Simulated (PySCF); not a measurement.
Trends in electronic spectra. The calculation used PySCF 2.14.0, density-fitted response routines, TDDFT PBE0/def2-SVPD, vertical, gas phase, core orbitals frozen in the response. Geometries: GFN2-xTB; one conformer of each isolated species. Triplets are in the Tamm–Dancoff approximation.

**Question.** Rank by computed LUMO energy, lowest first.
A. `Cc1nc(Cl)nnc1C#N`
B. `C([C@H](OC(F)F)F)=O`
C. `FC(F)([C@@H]1CS[C@H]1F)F`
D. `Clc1noc2ccccc12`

**Answer.** A (-3.07 eV), B (-1.98 eV), D (-1.65 eV), C (-0.76 eV).

| SMILES | LUMO (eV) | gap (eV) | first f ≥ 0.01 (nm) | α (au) | f (S1) | S1 mainly |
| --- | --- | --- | --- | --- | --- | --- |
| Cc1nc(Cl)nnc1C#N | -3.07 | 4.69 | 251 | 99.2 | 0.002 | H→L (97%) |
| O=C[C@@H](F)OC(F)F | -1.98 | 6.57 | 174 | 47.4 | 0.000 | H→L (99%) |
| Clc1noc2ccccc12 | -1.65 | 5.82 | 249 | 100.3 | 0.065 | H→L (63%) |
| F[C@@H]1SC[C@H]1C(F)(F)F | -0.76 | 6.58 | 190 | 67.8 | 0.000 | H→L (98%) |

H and L stand for HOMO and LUMO.

- `Cc1nc(Cl)nnc1C#N`: Löwdin shares by element: HOMO nitrogen 77% or more, carbon 8% or more (atoms not listed hold the other 15%); LUMO nitrogen 41% or more, carbon 27% or more (atoms not listed hold the other 31%).
- `O=C[C@@H](F)OC(F)F`: S1 has the pattern of n→π* at C=O.
- `Clc1noc2ccccc12`: Löwdin shares by element: HOMO carbon 43% or more, oxygen 15% (atoms not listed hold the other 42%); LUMO carbon 41% or more, nitrogen 19% (atoms not listed hold the other 40%).
- `F[C@@H]1SC[C@H]1C(F)(F)F`: Löwdin shares by element: HOMO sulfur 71%, carbon 18% or more; LUMO sulfur 56%, carbon 27% or more (atoms not listed hold the other 17%).
